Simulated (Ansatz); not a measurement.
Task: Name a neutral molecule of B, C, Cl, Ge and H with HOMO–LUMO gap (PBE/def2-TZVPP) between 4.25 and 4.55 eV and HOMO energy (B3LYP/def2-TZVPP) between -7.35 and -7.05 eV (Ansatz, PBE0-D4/def2-TZVP geometry).

Result: `ClC1[BH][GeH2][CH2]1` (4.50 eV, -7.15 eV). Other molecules can fit too; these were computed, each in one conformer that needn't be the lowest.

B3LYP here is the variant with VWN-RPA as its local correlation; programs differ in this.
